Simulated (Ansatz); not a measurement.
Complex (SMILES): O (H2O) with ClF (F-Cl), atoms 1 to 3 the first; geometry from B3LYP-D3(BJ)/def2-TZVP, monomers rigid:
```xyz
5

O     -0.2891    -0.2900    -0.2583
H     -0.6031     0.5726     0.0378
H      0.6165    -0.1532    -0.5610
F      0.0906    -2.5011     3.1950
Cl    -0.0773    -1.6206     1.7858
```

Basis-set convergence of the counterpoise-corrected interaction energy at HF with Ansatz (a first-principles code). Cartesian d functions, on some or all atoms, in 6-31G**, 6-31+G*, 6-311G**; all else is spherical. No added dispersion term, no relativity. Functions are those of the species that has most. Reference: the value in aug-pcseg-3, -2.32 kcal/mol, itself unsure by roughly 0.02 kcal/mol (its mean distance from aug-cc-pV(Q+d)Z, def2-QZVPPD).

| basis | functions | counterpoise-corrected interaction energy (kcal/mol) |
|---|---|---|
| 3-21G | 35 | -1.17 |
| def2-SV(P) | 50 | -3.97 |
| def2-SVP | 56 | -3.44 |
| 6-31G** | 59 | -3.08 |
| cc-pV(D+d)Z | 61 | (withheld) |
| 6-31+G* | 65 | -2.91 |
| 6-311G** | 75 | -3.30 |
| def2-SVPD | 89 | (withheld) |
| cc-pV(T+d)Z | 127 | (withheld) |
| def2-TZVPP | 132 | -2.43 |
| def2-TZVPD | 144 | -2.30 |
| jun-cc-pV(T+d)Z | 154 | (withheld) |
| 6-311++G(3df,3pd) | 161 | -2.30 |
| cc-pV(Q+d)Z | 234 | -2.41 |
| def2-QZVPP | 244 | -2.31 |
| aug-pcseg-3 | 357 | -2.32 |
| cc-pV(5+d)Z | 392 | -2.33 |
| pcseg-4 | 429 | -2.34 |

Problem. Fill in the missing entries.

Solution. 
- cc-pV(D+d)Z, counterpoise-corrected interaction energy (kcal/mol): -3.58
- def2-SVPD, counterpoise-corrected interaction energy (kcal/mol): -2.64
- cc-pV(T+d)Z, counterpoise-corrected interaction energy (kcal/mol): -2.58
- jun-cc-pV(T+d)Z, counterpoise-corrected interaction energy (kcal/mol): -2.23
